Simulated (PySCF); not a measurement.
Two species compared at the same levels of theory.

First species: C₃H₁₁FSi₃.
InChI=1S/C3H11FSi3/c1-6-7-3(5)2-4/h2H,6-7H2,1,5H3/b3-2-

Second species: C₆H₇PS.
SMILES: `c1pc(C2CC2)cs1`

Levels: CAM-B3LYP/def2-SVPD for dipole moment, HOMO energy, LUMO energy, HOMO–LUMO gap, static isotropic polarisability and electronic spatial extent ⟨r²⟩ about the centre of nuclear charge; TDDFT CAM-B3LYP/def2-SVPD for lowest singlet excitation; TDA CAM-B3LYP/def2-SVPD for lowest triplet excitation (Tamm–Dancoff); GFN2-xTB for rotational constant A and rotational constant C. Geometries: GFN2-xTB. Each species is one conformer at its optimised geometry, gas phase, non-relativistic unless stated; the electronic structure was computed with PySCF and density fitting.

The conformers computed, where there is a choice (atom-mapped SMILES and torsion angles):
- `[CH3:1][SiH2:2][SiH2:3]/[C:4]([SiH3:5])=[CH:6]\[F:7]`: C1–Si2–Si3–C4 -3°, Si2–Si3–C4–Si5 103°
- `[cH:1]1[p:2][c:3]([CH:4]2[CH2:5][CH2:6]2)[cH:7][s:8]1`: P2–C3–C4–C5 36°

Values for the first species:

* Dipole moment: 1.37 D
* HOMO energy: -8.95 eV
* LUMO energy: 0.30 eV
* HOMO–LUMO gap: 9.25 eV
* Lowest singlet excitation: 6.30 eV
* Lowest triplet excitation (Tamm–Dancoff): 4.19 eV
* Static isotropic polarisability: 118.6 au
* Electronic spatial extent ⟨r²⟩ about the centre of nuclear charge: 1678 bohr²
* Rotational constant A: 1.629 GHz
* Rotational constant C: 0.798 GHz

(1) Estimate the same properties for the second species, and the change in each.

Answers

(1) 
| property | first | second | second less first |
| --- | --- | --- | --- |
| dipole moment | 1.37 D | 1.23 D | -0.14 D |
| HOMO energy | -8.95 eV | -7.89 eV | +1.06 eV |
| LUMO energy | 0.30 eV | -0.24 eV | -0.54 eV |
| HOMO–LUMO gap | 9.25 eV | 7.65 eV | -1.60 eV |
| lowest singlet excitation | 6.30 eV | 4.81 eV | -1.49 eV |
| lowest triplet excitation (Tamm–Dancoff) | 4.19 eV | 3.08 eV | -1.11 eV |
| static isotropic polarisability | 118.6 au | 108.0 au | -10.6 au |
| electronic spatial extent ⟨r²⟩ about the centre of nuclear charge | 1678 bohr² | 1369 bohr² | -309 bohr² |
| rotational constant A | 1.629 GHz | 3.509 GHz | +1.880 GHz |
| rotational constant C | 0.798 GHz | 0.836 GHz | +0.038 GHz |

On the first: The polarisability is 17.58 Å³ as a volume (1 au = 0.148185 Å³), or 1.48 au for each of the 80 electrons. S1 lies 2.95 eV below the HOMO–LUMO gap; its leading configuration is HOMO→LUMO, weight 0.72.

On the second: The principal polarisabilities are 76.4, 105.8 and 141.8 au; their mean is the isotropic value. The dipole matches unit charges of opposite sign 0.26 Å apart (1 e·Å = 4.8032 D).
